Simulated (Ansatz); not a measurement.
CH7AlOSi can be A, `[CH3][Al]([OH])[SiH3]`, or B, `CO[SiH2][AlH2]`.

Isolated molecules relaxed with PBE0-D4/def2-TZVP in Ansatz; ΔE leaves out vibrations. CBS: MP2 limit from def2 TZ/QZ plus the TZ coupled-cluster correction, frozen cores. DFT in def2-TZVPP. One conformer a species, not always the lowest.

A:

```xyz
11

C    -0.987   -1.735   -0.362
Al    0.261   -0.412    0.323
O     1.431   -0.955    1.434
Si    0.246    1.965   -0.312
H    -0.785   -2.728    0.047
H    -0.935   -1.799   -1.453
H    -2.019   -1.468   -0.114
H     2.085   -0.376    1.823
H     0.400    2.142   -1.786
H    -1.040    2.624    0.063
H     1.341    2.743    0.338
```

B:

Z-matrix (Å, degrees):
```
C
O 1 1.409
H 1 1.092 2 108.4
H 1 1.097 2 111.4 3 -119.4
H 1 1.097 2 111.4 3 119.4
Si 2 1.654 1 121.6 3 -179.6
Al 6 2.459 2 108.9 1 179.9
H 6 1.500 2 109.6 1 -57.1
H 6 1.500 2 109.5 1 56.9
H 7 1.588 6 122.1 2 -0.1
H 7 1.591 6 118.8 2 180.0
```

Task: Which is lower in electronic energy at CCSD(T)/CBS, and by how much? (Best estimate.)

Result: Ansatz gave: A, by 41.7 kcal/mol.

Task: Give E(B) − E(A) in kcal/mol with HF/def2-TZVPP, CCSD(T)/def2-SVP, LDA (SPW92), BLYP-D4, r2SCAN-D4, ωB97M-V, MP2/def2-TZVPP. (Estimate.)

Result: Ansatz gave: HF/def2-TZVPP 34.5, CCSD(T)/def2-SVP 39.4, LDA (SPW92) 42.0, BLYP-D4 40.0, r2SCAN-D4 42.8, ωB97M-V 41.0, MP2/def2-TZVPP 43.1. None reverses the order clearly.

Task: Does the order hold for the free energy at 298.15 K (harmonic terms from PBE0-D4)? (Best estimate.)

Result: Ansatz gave: Yes: G(B) − G(A) = +41.7 kcal/mol, for one conformer each. Modes under 60 cm⁻¹, often nearly free rotors, make the harmonic entropy too high.

Largest T1 diagnostic: 0.013.

At CCSD(T), def2-SVP lies −2.3 kcal/mol from the extrapolated value and def2-TZVPP −0.6 kcal/mol. In def2-TZVPP, CCSD(T) changes the Hartree–Fock value by +6.7 kcal/mol (the triples alone add +0.7 kcal/mol) and MP2 by +8.6 kcal/mol.
